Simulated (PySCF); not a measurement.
Species: C4H7FO3.
Z-matrix (Å and degrees, GFN2-xTB geometry), rows numbered from 1:
```
C 
O   1  1.4170
C   2  1.3786  1  114.13
C   3  1.5410  2  109.67  1  -177.88
O   4  1.4196  3  103.43  2  -105.39
C   5  1.3564  4  105.79  3   -27.59
F   6  1.3955  5  109.19  4   -85.03
O   6  1.3636  5  109.78  4    33.16
H   1  1.0920  2  110.89  3   -61.77
H   1  1.0871  2  105.90  3   178.78
H   1  1.0953  2  110.47  3    59.64
H   3  1.1033  2  110.97  1   -52.02
H   4  1.0939  3  111.76  2   135.80
H   4  1.0886  3  111.16  2    10.89
H   6  1.0951  5  111.95  4   158.46
```

Probes without a nucleus sit at each ring's centroid and 1 Å off its mean plane on both sides; NICS is minus the shielding there, NICSzz its component along the normal. Level: GIAO PBE0/pcSseg-1 (PySCF, non-relativistic, gas phase) on the GFN2-xTB geometry, one conformer.

Ring bond lengths (Å), with Mayer bond orders in brackets: C3–C4 1.541 (1.02), C4–O5 1.420 (0.89), O5–C6 1.356 (1.06), C6–O8 1.364 (1.04), O8–C3 1.429 (0.90).

Task: Give the NICS values of each ring in ppm.

Result: 
| ring | type | NICS(0) | NICS(1), two faces | NICS(1)zz, two faces | rms pucker (Å) | centre to ring atoms, mean (Å) |
| --- | --- | --- | --- | --- | --- | --- |
| C3–C4–O5–C6–O8 | 5-membered ring with 2 O; formal bonds all single | -9.1 | -3.2 / -3.6 | -6.4 / -6.6 | 0.12 | 1.20 |

Task: What do they say, and how far can they be read as aromaticity?

Result: 
- C3–C4–O5–C6–O8: mean NICS(1)zz -6.5 ppm, shielded. C3, C4, C6 have four or more neighbours, and the NICS criterion for π rings isn't applied. NICS(0) lies 6 ppm below the mean NICS(1).

Task: At the first NICS(1) probe listed for ring C3–C4–O5–C6–O8, 1 Å off the ring, how large is the induced field along the normal in 1 T applied along it?

Result: NICSzz × B0 = -6.4 ppm × 1 T = -6 μT, against the applied field.

Task: List the ring angles and the Hirshfeld charges of the ring atoms.

Result: 
- C3–C4–O5–C6–O8: C3 103.4° (+0.106 e), C4 103.4° (-0.003 e), O5 105.8° (-0.144 e), C6 109.8° (+0.180 e), O8 107.8° (-0.150 e); sum 530.1° against 540° for a flat convex ring.

Task: How shielded are the nuclei of the rings and their hydrogens (means over atoms taken as equivalent)?

Result: 
| atoms | environment | σ isotropic (ppm) | principal values of the symmetric part, first atom (ppm) |
| --- | --- | --- | --- |
| C3 | sp3 carbon bearing two oxygens | 80.1 | 53.9, 80.7, 105.8 |
| C4 | sp3 carbon bound to oxygen | 113.4 | 83.3, 105.7, 151.2 |
| O5 | cyclic ether oxygen | 228.8 | 155.5, 213.7, 317.3 |
| C6 | sp3 carbon bearing two oxygens | 61.3 | 36.6, 72.6, 74.7 |
| O8 | cyclic ether oxygen | 176.6 | 137.5, 174.9, 217.4 |
| H12 | methine hydrogen | 26.30 | 22.7, 26.1, 30.1 |
| H13 | methylene hydrogen | 27.27 | 23.3, 25.9, 32.6 |
| H14 | methylene hydrogen | 27.58 | 23.8, 26.7, 32.2 |
| H15 | methine hydrogen | 25.16 | 21.5, 23.5, 30.5 |
